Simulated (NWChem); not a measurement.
A series in which one site is exchanged, each optimised at PBE0/def2-SVP with NWChem, gas phase unless a solvent is named. Some are not confirmed as minima by frequencies. def2 effective core potentials on I; no spin-orbit coupling.

A: [Cl][Zn][I] (ZnICl; site = I)
B: [Zn]([F])[Cl] (ZnClF; site = F)
C: [Cl][Zn][Cl] (ZnCl₂; site = Cl)
D: [ZnH][Cl] (ZnHCl; site = H)

**Question.** Rank them by dipole (D), PBE0/def2-SVP, lowest first.

**Answer.** C (0.00), B (0.29), A (0.64), D (1.90)
